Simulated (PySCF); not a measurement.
Vertical excitations of a molecule C3H5NO2 from PySCF 2.14.0 with TDDFT-M06-2X/def2-SVPD, as energy in eV (oscillator strength): 5.92 (0.009), 7.21 (0.095), 7.53 (0.026), 7.89 (0.014), 8.06 (0.039), 8.34 (0.022), 8.55 (0.018), 8.60 (0.005), 8.73 (0.023), 8.91 (0.012). Lowest triplet (TDA): 5.09 eV. Geometry: ωB97X-D3(BJ)/def2-SVP. One conformer was computed; it need not be the lowest.

### Question
Identify the compound among the candidates.
A) COC1=NCO1
B) O=C/N=C/CO
C) C1=NCOCO1
D) CO/C=N/C=O

### Answer
C, C1=NCOCO1
